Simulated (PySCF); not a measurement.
BGeH6NO2, SMILES OB(O)[NH][GeH3].

The structure is a stationary point at PBE0-D3(BJ)/def2-SVP. This is a generated structure with no PubChem entry under its InChIKey; it may be hypothetical. Other conformers were not sampled.

Two levels are set side by side: TDDFT-PBE/def2-SVPD (PySCF) and TDDFT-CAM-B3LYP/def2-SVPD (PySCF). Vertical, same geometry. The lowest singlet is HOMO→LUMO 100 % with PBE and HOMO→LUMO 89 % with the other functional; states are paired by order. Differences are taken from unrounded values.

```
quantity                               TDDFT-CAM-B3LYP  TDDFT-PBE  TDDFT-PBE minus TDDFT-CAM-B3LYP
-------------------------------------  ---------------  ---------  -------------------------------
lowest singlet excitation (eV)                    6.23       5.28                            -0.95
lowest triplet excitation (TDA) (eV)              5.99       5.12                            -0.86
first bright state (f over 0.05) (eV)             8.11       7.07                            -1.04
its oscillator strength                           0.10       0.07                            -0.04
```

Functionals without exact exchange tend to place singlet excitations lower, as here. Differences between two approximate levels are no errors against the true value.

Rough cost on one machine, each run with all the roots and properties that it gave: TDDFT-CAM-B3LYP against TDDFT-PBE about 8 times.
